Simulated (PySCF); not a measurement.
# Field gradients at the hydrogen positions

Species: C₇H₁₂O₂P (charge -1).
Cartesian coordinates in Å at the GFN2-xTB level; atoms count from 1:
```
atom  x, y, z in Å
C1     1.574   -1.177    2.862
C2     1.599   -1.373    1.559
P3     0.037   -1.570    0.591
O4    -1.142   -1.222    1.430
O5     0.075   -2.899   -0.087
C6     0.341   -0.214   -0.674
C7     0.414    1.158    0.001
C8    -0.675    2.000   -0.666
C9    -1.725    0.958   -1.036
C10   -0.886   -0.191   -1.582
H11    2.461   -1.123    3.483
H12    0.624   -1.056    3.359
H13    2.532   -1.520    1.027
H14    1.247   -0.449   -1.238
H15    0.182    1.031    1.061
H16    1.402    1.617   -0.080
H17   -1.064    2.780   -0.008
H18   -0.287    2.476   -1.572
H19   -2.464    1.327   -1.752
H20   -2.232    0.621   -0.133
H21   -1.409   -1.149   -1.521
H22   -0.615   -0.006   -2.628
```

Level: PBE0/pcSseg-1 (PySCF, non-relativistic); Q(2H) = 0.00286 b; rigid geometry, the same for H and D, with no vibrational averaging.

Question: Rank these positions by the coupling χzz of a deuteron there, largest first.
A. H14 (methine hydrogen)
B. H15 (methylene hydrogen)
C. H12 (vinylic hydrogen)
D. H22 (methylene hydrogen)

Answer: C (223 kHz), A (210 kHz), D (205 kHz), B (199 kHz).

Question: What are Vzz, η and χzz (234.96 MHz × Q × Vzz) at all hydrogens?

Answer: 
```json
{"atom": "H11", "bonded to": "C1", "bond length (Å)": "1.085", "Vzz (au)": "0.3311", "η": "0.04", "χzz (kHz)": "222"}
{"atom": "H12", "bonded to": "C1", "bond length (Å)": "1.078", "Vzz (au)": "0.3321", "η": "0.03", "χzz (kHz)": "223"}
{"atom": "H13", "bonded to": "C2", "bond length (Å)": "1.084", "Vzz (au)": "0.3312", "η": "0.02", "χzz (kHz)": "223"}
{"atom": "H14", "bonded to": "C6", "bond length (Å)": "1.093", "Vzz (au)": "0.3126", "η": "0.04", "χzz (kHz)": "210"}
{"atom": "H15", "bonded to": "C7", "bond length (Å)": "1.092", "Vzz (au)": "0.2962", "η": "0.04", "χzz (kHz)": "199"}
{"atom": "H16", "bonded to": "C7", "bond length (Å)": "1.093", "Vzz (au)": "0.3111", "η": "0.02", "χzz (kHz)": "209"}
{"atom": "H17", "bonded to": "C8", "bond length (Å)": "1.092", "Vzz (au)": "0.3125", "η": "0.00", "χzz (kHz)": "210"}
{"atom": "H18", "bonded to": "C8", "bond length (Å)": "1.095", "Vzz (au)": "0.3048", "η": "0.00", "χzz (kHz)": "205"}
{"atom": "H19", "bonded to": "C9", "bond length (Å)": "1.093", "Vzz (au)": "0.3124", "η": "0.01", "χzz (kHz)": "210"}
{"atom": "H20", "bonded to": "C9", "bond length (Å)": "1.089", "Vzz (au)": "0.2996", "η": "0.03", "χzz (kHz)": "201"}
{"atom": "H21", "bonded to": "C10", "bond length (Å)": "1.092", "Vzz (au)": "0.2987", "η": "0.03", "χzz (kHz)": "201"}
{"atom": "H22", "bonded to": "C10", "bond length (Å)": "1.096", "Vzz (au)": "0.3049", "η": "0.02", "χzz (kHz)": "205"}
```

Question: How does χzz go with the bond length over the 12 C–H bonds?

Answer: A straight-line fit has a slope of -12.8 kHz for each 0.01 Å, with a correlation coefficient of -0.79, over lengths from 1.078 to 1.096 Å.

Isolated species at its GFN2-xTB geometry (one conformer only). The pcSseg-1 basis has no diffuse functions, a weakness for an anion. GFN2-xTB bond lengths can be off by several hundredths of an ångström, more for odd bonds, and the gradients follow them. These gradients aren't converged with respect to the basis.

These values come from a run that also computed NMR shieldings. On Arm Neoverse N1, one thread, on a shared host, this took 1.8 min of wall time (with the writing of density and orbital grids) and 1.1 GiB of memory at its peak.
